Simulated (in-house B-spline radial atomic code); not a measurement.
Checks on a self-consistent run for the zinc ion Zn⁹⁺, [He] 2s1 2p6 3s2 3p6 3d4. Computed with an all-electron radial atomic-structure program (B-spline basis): Dirac-Hartree-Fock, average of configuration, Fermi nucleus of rms radius 3.9283 fm.

```
orbital    q      ε (Eh)    <1/r>        <r²>  small-component weight
  1s1/2    2  -368.99528  30.2277  0.00340423                0.011733
  2s1/2    1   -55.85182  6.69635   0.0594753               0.0022907
  2p1/2    2   -50.02583  6.65028   0.0456782               0.0022727
  2p3/2    4   -49.11560  6.49497   0.0471042               0.0022344
  3s1/2    2   -13.86863  2.32094    0.443545              0.00061882
  3p1/2    2   -11.96494  2.20038    0.451038              0.00056302
  3p3/2    4   -11.81283  2.16643    0.460679              0.00055468
  3d3/2  1.6    -8.99910  2.01878    0.435209               0.0004914
  3d5/2  2.4    -8.97409  2.01036    0.438069              0.00048908
```

Electron-electron repulsion V_ee = 494.2893 hartree.

(1) What total energy follows from the eigenvalues?

(2) Does the Dirac virial theorem hold?

(3) What diamagnetic shielding (Lamb formula) and susceptibility (Langevin formula) do the radii give?

Results:

(1) The eigenvalues count the repulsion twice, so E = Σqε - V_ee = -1225.211 - 494.289 = -1719.501 hartree; the run printed -1719.501.

(2) For a point nucleus E = -2c²Σq·w, with w the small-component weight. Here Σq·w = 0.045782 and c = 137.0360, so the ratio E/(-2c²Σq·w) is 1.000009; the finite nucleus accounts for the departure from 1.

(3) σ = (α²/3)Σq<1/r> = 132.196/(3·137.036²) = 2346.5 ppm, and χ = -0.79199×10⁻⁶·Σq<r²> = -4.535×10⁻⁶ cm³/mol with Σq<r²> = 5.7256 bohr². Both are non-relativistic formulas without the paramagnetism of open shells.
